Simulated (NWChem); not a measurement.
AuPH4; SMILES [PH3]->[AuH]

Results from NWChem. Structure relaxed at the PBE0/def2-SVP level. def2 effective core potentials on Au; no spin-orbit coupling. Total energies of different functionals are on different scales.

```json
[
 {"level": "B3LYP/def2-SVP", "energy (Ha)": "-479.4610", "highest occupied level (eV)": "-6.73", "orbital gap (eV)": "…", "dipole (D)": "5.12"},
 {"level": "PBE/def2-SVP", "energy (Ha)": "-479.2616", "highest occupied level (eV)": "-5.90", "orbital gap (eV)": "4.68", "dipole (D)": "4.89"},
 {"level": "B3PW91/def2-SVP", "energy (Ha)": "-479.4580", "highest occupied level (eV)": "-6.75", "orbital gap (eV)": "6.13", "dipole (D)": "5.13"},
 {"level": "TPSSh/def2-SVP", "energy (Ha)": "-479.3733", "highest occupied level (eV)": "-6.33", "orbital gap (eV)": "5.53", "dipole (D)": "5.06"},
 {"level": "RPBE/def2-SVP", "energy (Ha)": "-479.4558", "highest occupied level (eV)": "-5.83", "orbital gap (eV)": "4.64", "dipole (D)": "4.87"},
 {"level": "HCTH/407/def2-SVP", "energy (Ha)": "-479.9129", "highest occupied level (eV)": "-5.96", "orbital gap (eV)": "4.64", "dipole (D)": "4.95"},
 {"level": "BP86/def2-SVP", "energy (Ha)": "-479.5765", "highest occupied level (eV)": "-6.05", "orbital gap (eV)": "4.76", "dipole (D)": "4.90"}
]
```

### Question
Fill in the missing entries.

### Answer

- B3LYP/def2-SVP, orbital gap (eV): 6.04
